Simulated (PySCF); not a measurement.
C4H10OSi.
Atom-mapped SMILES: `[CH3:1][C@@H:2]1[CH2:3][CH2:4][O:5][SiH2:6]1` (hydrogens: H7, H8, H9 on C1; H10 on C2; H11, H12 on C3; H13, H14 on C4; H15, H16 on Si6)

The same species was optimised twice, with GFN2-xTB and with PBE0-D3(BJ)/def2-SVP (PySCF), and the same property calculations (PySCF, gas phase) were run on both structures.

```csv
coordinate,GFN2-xTB,PBE0-D3(BJ)/def2-SVP,change
O5–Si6 (Å),1.635,1.682,+0.047
C2–Si6 (Å),1.914,1.896,-0.018
C2–C3 (Å),1.532,1.539,+0.007
C4–O5 (Å),1.411,1.416,+0.005
C3–C4 (Å),1.527,1.528,+0.001
C1–C2 (Å),1.522,1.522,0.000
C4–O5–Si6 (°),114.5,112.1,-2.4
C1–C2–C3 (°),112.4,114.3,+1.9
C2–Si6–O5 (°),94.8,96.2,+1.4
C2–C3–C4 (°),107.1,108.3,+1.2
C3–C2–Si6 (°),100.6,99.4,-1.2
C1–C2–Si6 (°),117.4,118.3,+0.9
C3–C4–O5 (°),109.2,109.0,-0.2
```

Rotational constants: A = 4317, B = 2756, C = 1842 MHz (GFN2-xTB) against A = 4339, B = 2687, C = 1814 MHz (PBE0-D3(BJ)/def2-SVP). Point groups within 0.08 Å: C1 and C1.

On the GFN2-xTB structure: lowest singlet, TDDFT (eV) 6.63 [B3LYP/def2-SVPD]; lowest triplet, Tamm–Dancoff (eV) 6.38 [B3LYP/def2-SVPD]; isotropic polarisability (au) 74.4 [B3LYP/def2-SVPD]; HOMO (eV) -7.57 [B3LYP/def2-SVPD]; LUMO (eV) 0.11 [B3LYP/def2-SVPD]; dipole (D) 1.65 [B3LYP/def2-SVPD]; HOMO (eV) -7.76 [PBE0/pcSseg-1]; LUMO (eV) 0.61 [PBE0/pcSseg-1]; dipole (D) 1.71 [PBE0/pcSseg-1]; GIAO shielding of C1 (ppm) 169.6 [PBE0/pcSseg-1]; GIAO shielding of C2 (ppm) 163.3 [PBE0/pcSseg-1]; GIAO shielding of C3 (ppm) 146.9 [PBE0/pcSseg-1]; GIAO shielding of C4 (ppm) 114.4 [PBE0/pcSseg-1]; GIAO shielding of O5 (ppm) 302.5 [PBE0/pcSseg-1]; GIAO shielding of Si6 (ppm) 347.7 [PBE0/pcSseg-1].

Q: What do these properties become on the PBE0-D3(BJ)/def2-SVP structure?

A: 
```json
{"property": "lowest singlet, TDDFT (eV)", "level": "B3LYP/def2-SVPD", "on GFN2-xTB": "6.63", "on PBE0-D3(BJ)/def2-SVP": "6.60", "change": "-0.03"}
{"property": "lowest triplet, Tamm–Dancoff (eV)", "level": "B3LYP/def2-SVPD", "on GFN2-xTB": "6.38", "on PBE0-D3(BJ)/def2-SVP": "6.34", "change": "-0.04"}
{"property": "isotropic polarisability (au)", "level": "B3LYP/def2-SVPD", "on GFN2-xTB": "74.4", "on PBE0-D3(BJ)/def2-SVP": "76.2", "change": "+1.8"}
{"property": "HOMO (eV)", "level": "B3LYP/def2-SVPD", "on GFN2-xTB": "-7.57", "on PBE0-D3(BJ)/def2-SVP": "-7.56", "change": "+0.01"}
{"property": "LUMO (eV)", "level": "B3LYP/def2-SVPD", "on GFN2-xTB": "0.11", "on PBE0-D3(BJ)/def2-SVP": "0.09", "change": "-0.02"}
{"property": "dipole (D)", "level": "B3LYP/def2-SVPD", "on GFN2-xTB": "1.65", "on PBE0-D3(BJ)/def2-SVP": "1.89", "change": "+0.24"}
{"property": "energy, GFN2-xTB geometry as zero (kcal/mol)", "level": "B3LYP/def2-SVPD", "on GFN2-xTB": "0.0", "on PBE0-D3(BJ)/def2-SVP": "-2.9", "change": "-2.9"}
{"property": "HOMO (eV)", "level": "PBE0/pcSseg-1", "on GFN2-xTB": "-7.76", "on PBE0-D3(BJ)/def2-SVP": "-7.75", "change": "+0.01"}
{"property": "LUMO (eV)", "level": "PBE0/pcSseg-1", "on GFN2-xTB": "0.61", "on PBE0-D3(BJ)/def2-SVP": "0.61", "change": "0.00"}
{"property": "dipole (D)", "level": "PBE0/pcSseg-1", "on GFN2-xTB": "1.71", "on PBE0-D3(BJ)/def2-SVP": "1.96", "change": "+0.25"}
{"property": "energy, GFN2-xTB geometry as zero (kcal/mol)", "level": "PBE0/pcSseg-1", "on GFN2-xTB": "0.0", "on PBE0-D3(BJ)/def2-SVP": "-2.2", "change": "-2.2"}
{"property": "GIAO shielding of C1 (ppm)", "level": "PBE0/pcSseg-1", "on GFN2-xTB": "169.6", "on PBE0-D3(BJ)/def2-SVP": "168.9", "change": "-0.7"}
{"property": "GIAO shielding of C2 (ppm)", "level": "PBE0/pcSseg-1", "on GFN2-xTB": "163.3", "on PBE0-D3(BJ)/def2-SVP": "164.5", "change": "+1.2"}
{"property": "GIAO shielding of C3 (ppm)", "level": "PBE0/pcSseg-1", "on GFN2-xTB": "146.9", "on PBE0-D3(BJ)/def2-SVP": "145.0", "change": "-1.9"}
{"property": "GIAO shielding of C4 (ppm)", "level": "PBE0/pcSseg-1", "on GFN2-xTB": "114.4", "on PBE0-D3(BJ)/def2-SVP": "114.1", "change": "-0.3"}
{"property": "GIAO shielding of O5 (ppm)", "level": "PBE0/pcSseg-1", "on GFN2-xTB": "302.5", "on PBE0-D3(BJ)/def2-SVP": "294.9", "change": "-7.6"}
{"property": "GIAO shielding of Si6 (ppm)", "level": "PBE0/pcSseg-1", "on GFN2-xTB": "347.7", "on PBE0-D3(BJ)/def2-SVP": "343.0", "change": "-4.7"}
```

The heavy atoms differ by 0.030 Å rms after alignment. Among bonds between heavy atoms O5–Si6 changes most (+0.047 Å). Changes are differences of the printed values. Neither structure is proved a minimum here.
